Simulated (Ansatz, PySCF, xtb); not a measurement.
Gas-phase reaction in SMILES: FCF + 2 [H][H] (H2) -> C (CH4) + 2 F (HF)
Geometries: B3LYP-D3(BJ)/def2-TZVP minima from Ansatz (a quantum-chemistry and plane-wave program).

Wanted: energy of full hydrogenation (enthalpy at 298 K, with B3LYP-D3(BJ) rigid-rotor harmonic-oscillator terms from PySCF), in kcal/mol. Valence correlation only, unless marked. No spin-orbit coupling. No relativistic terms. CBS(X,Y): correlation extrapolated as X^-3; Hartree-Fock from the larger set.

```csv
level,program,energy of full hydrogenation (kcal/mol)
GFN2-xTB,xtb,…
PBE-D4/def2-TZVPD,Ansatz + dftd4,…
MN15/def2-TZVPD,PySCF,-32.9
"CCSD(T)/CBS(cc-pVTZ,cc-pVQZ)",Ansatz,-40.1
```

Some entries are withheld; supply them.


- GFN2-xTB, energy of full hydrogenation (kcal/mol): -18.5
- PBE-D4/def2-TZVPD, energy of full hydrogenation (kcal/mol): -35.8
